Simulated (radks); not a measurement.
Q: Cs3+, 52 electrons, occupied as [Kr] 4d10 5s2 5p4 (the NIST ground configuration). All-electron calculation, scalar-relativistic Kohn-Sham, SCAN, spin-polarised, spherical densities, finite nucleus; open shells are filled with parallel spins first (spin-orbit coupling, left out, can overturn this in heavy ions); meta-GGA in the generalised Kohn-Sham scheme; Fermi nuclear charge, rms radius 4.8041 fm. Program: a radial shooting solver on a logarithmic mesh with Libxc functionals. Some entries of the table are withheld. Estimate them.

| orbital | occ. | eigenvalue (hartree) | r(max) (bohr) |
|---|---|---|---|
| 1s up | 1 | -1318.883 | 0.01678 |
| 1s down | 1 | -1318.879 | 0.01678 |
| 2s up | 1 | -208.5030 | 0.09477 |
| 2s down | 1 | -208.5009 | 0.09478 |
| 2p up | 3 | -187.0103 | 0.07621 |
| 2p down | 3 | -187.0064 | 0.07621 |
| 3s up | 1 | -44.50693 | 0.2720 |
| 3s down | 1 | -44.50395 | 0.2720 |
| 3p up | 3 | -37.53381 | 0.2663 |
| 3p down | 3 | -37.52960 | 0.2663 |
| 3d up | 5 | -27.32941 | 0.2207 |
| 3d down | 5 | -27.32455 | 0.2207 |
| 4s up | 1 | -9.38449 | 0.6427 |
| 4s down | 1 | -9.37555 | 0.6431 |
| 4p up | 3 | (1) | 0.6727 |
| 4p down | 3 | (2) | 0.6732 |
| 4d up | 5 | -3.86950 | (3) |
| 4d down | 5 | -3.85664 | (4) |
| 5s up | 1 | -2.05271 | 1.529 |
| 5s down | 1 | -1.96396 | 1.508 |
| 5p up | 3 | -1.50311 | 1.713 |
| 5p down | 1 | -1.41606 | 1.722 |

A: 
(1) 4p up eigenvalue (hartree): -7.14061
(2) 4p down eigenvalue (hartree): -7.13225
(3) 4d up r(max) (bohr): 0.7198
(4) 4d down r(max) (bohr): 0.7201
